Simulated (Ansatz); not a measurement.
Cartesian coordinates in Å:
```
C 0.004 -0.448 -0.493
N -0.155 0.599 0.492
Ga 0.905 0.896 2.007
H -0.868 -1.112 -0.553
H 0.193 -0.058 -1.502
H -0.941 1.201 0.283
H 0.862 -1.078 -0.234
```

The species carries charge 0 and has multiplicity 1. The bonds changed during the relaxation, so this is another structure than the one it started from.

(1) List the B3LYP/def2-TZVPP orbital energies in eV (Ansatz). (Best estimate.)

Answers

(1) The calculation gave: Occupied: -10137.00, -1248.73, -1105.95, -1105.92, -1105.85, -388.61, -277.24, -148.74, -102.11, -102.03, -101.83, -23.38, -21.90, -21.90, -21.76, -21.68, -21.58, -17.60, -12.86, -11.53, -11.38, -9.84, -6.34, -6.16. Lowest empty: -1.46, -0.81, 0.81, 1.95, 2.40, 3.28, 3.38, 4.17.

B3LYP here is the variant with VWN-RPA as its local correlation; programs differ in this.
